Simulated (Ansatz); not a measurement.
`O=C=N[SiH](Cl)Cl` + H–F → `O=C=N[SiH](F)Cl` + HCl at 500 K and 1 bar (ligand exchange at the Si–Cl bond).

Gas-phase electronic energies from Ansatz, PBE0-D4/def2-TZVP geometries. CCSD(T)/CBS adds triple-zeta CCSD(T) − MP2 to the extrapolated MP2 energy (def2 sets, frozen cores). This one scheme is used for every species. Each species was taken in one conformer, which may not be the lowest.

```csv
species,CCSD(T)/CBS energy (Eh),H − E (kJ/mol),S (J/(mol·K))
`O=C=N[SiH](Cl)Cl`,-1377.30646,113.5,429.3
H–F,-100.39570,39.4,188.7
`O=C=N[SiH](F)Cl`,-1017.33874,115.3,418.1
HCl,-460.38127,32.5,201.9
```

H − E and S are ideal-gas, rigid-rotor, harmonic terms from PBE0-D4/def2-TZVP, for one conformer and one mirror image of each species. 1 Eh = 2625.50 kJ/mol, R = 8.31446 J/(mol·K).

Q: By hand: ΔE, ΔH, ΔS and ΔG.

A: ΔE = (-1017.33874) + (-460.38127) − (-1377.30646) − (-100.39570) = -0.01785 Eh = -46.9 kJ/mol. Δ(H − E) = 115.3 + 32.5 − 113.5 − 39.4 = -5.1, so ΔH = -52.0 kJ/mol. ΔS = 418.1 + 201.9 − 429.3 − 188.7 = 2.0 J/(mol·K). ΔG = -52.0 − 500 × (2.0)/1000 = -53.0 kJ/mol.

Q: By hand: the equilibrium constant, and the temperature at which ΔG would vanish if ΔH and ΔS stayed fixed.

A: log₁₀ K = −ΔG/(RT ln 10) = 5.5. ΔH and −TΔS have one sign here, so there is no such temperature. One of them is within its doubt of zero, so this could turn.

The number of gas molecules stays the same, so ΔS is small and ΔH decides. A doubt of 5 kJ/mol in ΔE shifts log₁₀ K by 0.5 here. Other conformers and mirror images would add mixing entropy, several J/(mol·K) or more a flexible species. Modes under 60 cm⁻¹, often nearly free rotors, make the harmonic entropy too high. These are equilibria of isolated gas molecules and say nothing of rates. Largest T1 diagnostic: 0.014 (customary marks: 0.02 for closed shells, 0.045 for open ones).
